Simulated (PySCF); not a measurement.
From one molecule to another.

First species: C₈H₈N₂.
SMILES: `C#Cc1cnncc1CC`

Second species: C7H11NS.
Z-matrix (Å and degrees, GFN2-xTB geometry), rows numbered from 1:
```
C 
C   1  1.3280
C   2  1.4569  1  126.18
C   3  1.3330  2  120.79  1   174.21
C   3  1.5069  2  118.69  1    -6.61
N   5  1.4458  3  110.96  2   -66.08
C   6  1.3383  5  125.31  3   130.10
C   7  1.4977  6  115.55  5  -178.02
S   7  1.6435  6  122.91  5     1.52
H   1  1.0768  2  120.98  3  -179.44
H   1  1.0762  2  123.28  3    -0.28
H   2  1.0831  1  119.38  3   179.17
H   4  1.0766  3  121.65  2    -1.01
H   4  1.0768  3  122.01  2  -179.63
H   5  1.0961  3  109.66  2   172.91
H   5  1.0936  3  111.07  2    53.02
H   6  1.0104  5  116.16  3   -47.81
H   8  1.0858  7  109.84  6  -174.58
H   8  1.0899  7  110.72  6   -53.93
H   8  1.0907  7  109.97  6    65.76
```

Levels: PBE0/pcSseg-1 for dipole moment, HOMO energy, LUMO energy and HOMO–LUMO gap; GFN2-xTB for rotational constant A and rotational constant C. Geometries: GFN2-xTB. Each structure is a single optimised conformer of the isolated species, non-relativistic unless stated. Electronic properties by PySCF.

The conformers computed, where there is a choice (atom-mapped SMILES and torsion angles):
- `[CH:1]#[C:2][c:3]1[cH:4][n:5][n:6][cH:7][c:8]1[CH2:9][CH3:10]`: C7–C8–C9–C10 95°
- `[CH2:1]=[CH:2][C:3](=[CH2:4])[CH2:5][NH:6][C:7]([CH3:8])=[S:9]`: C1–C2–C3–C4 174°, C2–C3–C5–N6 -66°, C3–C5–N6–C7 130°, C5–N6–C7–C8 -178°

Which has the higher HOMO energy?

The second: -5.99 eV against -6.70 eV, a difference of 0.71 eV.

Which of the two has the higher rotational constant A, and by how much?

The second: 2.272 GHz against 1.909 GHz, a difference of 0.363 GHz.

Which of the two has the higher HOMO–LUMO gap, and by how much?

The second: 4.86 eV against 4.74 eV, a difference of 0.12 eV.

Which of the two has the higher LUMO energy, and by how much?

The second: -1.13 eV against -1.96 eV, a difference of 0.83 eV.

Which has the higher rotational constant C?

The first: 0.828 GHz against 0.758 GHz, a difference of 0.070 GHz.

Which of the two has the higher dipole moment, and by how much?

The first: 4.78 D against 4.37 D, a difference of 0.41 D.

On the first: A dipole of 4.78 D is allowed in C1, and pure rotational transitions are dipole-allowed. The dipole matches unit charges of opposite sign 1.00 Å apart (1 e·Å = 4.8032 D).

On the second: The dipole matches unit charges of opposite sign 0.91 Å apart (1 e·Å = 4.8032 D). A dipole of 4.37 D is allowed in C1, and pure rotational transitions are dipole-allowed.
